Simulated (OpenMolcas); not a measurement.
What dynamic correlation does to the levels of Be I

```yaml
Program: OpenMolcas
Basis: ANO-L-VTZP [4s3p2d1f]
Scalar_Hamiltonian: non-relativistic, point nucleus
Active_space: 2 electrons in 4 orbitals (2s 2p)
State_averaging: 2S+1 = 3 even, 3 roots; 2S+1 = 1 even, 6 roots; 2S+1 = 3 odd, 3 roots; 2S+1 = 1 odd, 3 roots
Spin-orbit_coupling: RASSI with atomic mean-field integrals over the reference wave functions, term energies averaged over their components
```

Methods on the same reference wave functions:
A. CASSCF
B. SS-CASPT2, IPEA 0.25 Eh, imaginary shift 0.1 Eh (closed shells correlated: 1s)

Energies in cm⁻¹ above 2s² ¹S₀, the measured ground level; measured values from NIST Handbook of Basic Atomic Spectroscopic Data.

```
     Level      A      B  Measured
   2s² ¹S₀    0.0    0.0       0.0
2s 2p ³P°₀  21886  21910     21978
2s 2p ³P°₁  21887  21920     21979
2s 2p ³P°₂  21889  21920     21981
2s 2p ¹P°₁  49121  45150     42565
   2p² ³P₀  60346  59930     59694
   2p² ³P₁  60347  59930     59695
   2p² ³P₂  60349  59940     59697
   2p² ¹D₂  67761  62080     56882
```

Deviations, from unrounded energies. A percentage is the sum of absolute deviations over the sum of measured energies, with the sign that they share, or ± where signs differ.

```csv
Against measurement,Levels,A,B
mean absolute deviation (cm-1),8,2500,1100
other configurations (%),8,±5.7,±2.5
```

B lies closest to measurement on these levels. The largest miss of B in the table is 2p² ¹D₂, by +5200 cm-1. The ranking rests on the paired levels alone, and a cruder setting can come out closer through cancelling errors.

The lowest spin-free term lies below A's lowest term by 0.008 hartree in B.

CASPT2 does not keep the components of a term degenerate, so their means are used; among the terms shown or strongly mixed into the levels shown the widest spread is 380 cm-1 (2p² ¹D, B). Without dynamic correlation excited terms often stand tens of per cent too high (terms of higher spin than the ground term too low), and those without a measured partner can miss by more than the paired ones (holds for A). Measured partners are found by configuration, term and J. A level has none where our copy of the source lacks it or the pairing is in doubt (some pairs that miss far off the trend of their configuration count as doubtful), and it then counts in no deviation. Only configurations of the active space appear.

° marks odd parity.
